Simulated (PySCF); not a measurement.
Property card for `CO[Si@@H](O)C#C[SiH3]`

C₃H₈O₂Si₂.
SMILES with atom numbers: `[CH3:1][O:2][Si@@H:3]([OH:4])[C:5]#[C:6][SiH3:7]` (hydrogens: H8, H9, H10 on C1; H11 on Si3; H12 on O4; H13, H14, H15 on Si7)

Structural features include: alkyne, Si–H bond and C–Si bond.

From GFN2-xTB geometry:

```yaml
Point_group_of_the_GFN2-xTB_geometry: C1
Rotational_constants_A_B_C_of_the_GFN2-xTB_geometry: 3.007, 0.733, 0.616 GHz
```

B3LYP/def2-SVPD ground state and vertical TDDFT (core frozen in the response) (PySCF):

```yaml
Dipole_moment: 1.85 D
HOMO_energy: -7.99 eV
LUMO_energy: -0.89 eV
HOMO–LUMO_gap: 7.10 eV
Lowest_singlet_excitation: 5.61 eV (221 nm, f = 0.000)
Strongest_line_among_the_8_lowest_singlet_transitions: S6 at 7.18 eV (173 nm, f = 0.187)
Lowest_triplet_excitation_Tamm–Dancoff: 4.70 eV
Static_isotropic_polarisability: 96.1 au
Electronic_spatial_extent_⟨r²⟩_about_the_centre_of_nuclear_charge: 1803 bohr²
```

PBE0/pcSseg-1 ground state and GIAO shieldings, non-relativistic (PySCF):

```yaml
Lowest_Hirshfeld_atomic_charge: -0.31 e on O4
Highest_Hirshfeld_atomic_charge: +0.48 e on Si3
13C_chemical_shifts_computed_TMS_as_zero_by_class: 121.1 (C5), 106.6 (C6), 51.1 (C1) ppm
1H_chemical_shifts_computed_TMS_as_zero_by_class: 4.57 (H11), 4.22 (H13/H14/H15), 3.86 (H8/H9/H10), 1.98 (H12) ppm
Isotropic_shieldings_of_nuclei_other_than_C_and_H_by_class: 292 (O4), 311 (O2), 403 (Si3), 449 (Si7) ppm
Mayer_bond_orders_between_heavy_atoms: C1–O2 0.90, O2–Si3 1.00, Si3–O4 1.10, Si3–C5 0.85, C5–C6 2.50, C6–Si7 0.96
```

Monoisotopic mass from the formula: 132.0063 u.

 S1 lies 1.49 eV below the HOMO–LUMO gap; its leading configuration is HOMO→LUMO, weight 0.65. The largest Löwdin shares of the LUMO are 0.26 on C6, 0.26 on C5, 0.13 on Si3 and 0.12 on Si7. The principal polarisabilities are 76.7, 85.2 and 126.5 au; their mean is the isotropic value. The dipole equals about 6.2 × 10⁻³⁰ C·m (1 D = 3.33564 × 10⁻³⁰ C·m).

Geometry: GFN2-xTB, one conformer, isolated molecule. NMR classes are plain means over equivalent atoms (diastereotopic ones count apart unless rotation or inversion swaps them), as if these changed places fast; in this geometry the members of some classes differ.

Shape of the structure used: `[CH3:1][O:2][Si@@H:3]([OH:4])[C:5]#[C:6][SiH3:7]`: C1–O2–Si3–O4 -177°, H–O4–Si3–O2 32°.
